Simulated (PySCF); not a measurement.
# Radial density of Pt (platinum, neutral)

UHF, [Xe] 4f14 5d9 6s1, high-spin 3D determinant. Computed with PySCF 2.14 in aug-cc-pV5Z-PP with ECP60MDF, with a scalar-relativistic core potential. This is the valence pseudo-density: the core potential removes the inner electrons and smooths the orbitals near the nucleus.

```csv
r (bohr),4πr²ρ (e/bohr),4πr²(ρα − ρβ)
0.106,1.770e-05,0.0000
0.178,0.0003606,0.0000
0.300,0.01938,0.0007
0.504,1.467,0.0411
0.848,13.56,0.4027
1.43,10.48,0.7493
2.40,2.478,0.6335
4.04,0.3425,0.2015
6.79,0.01386,0.0118
11.4,4.568e-05,0.0000
```

Energies and moments cover only the electrons outside the core potential. Spin-orbit coupling, absent here, splits the open shell strongly.
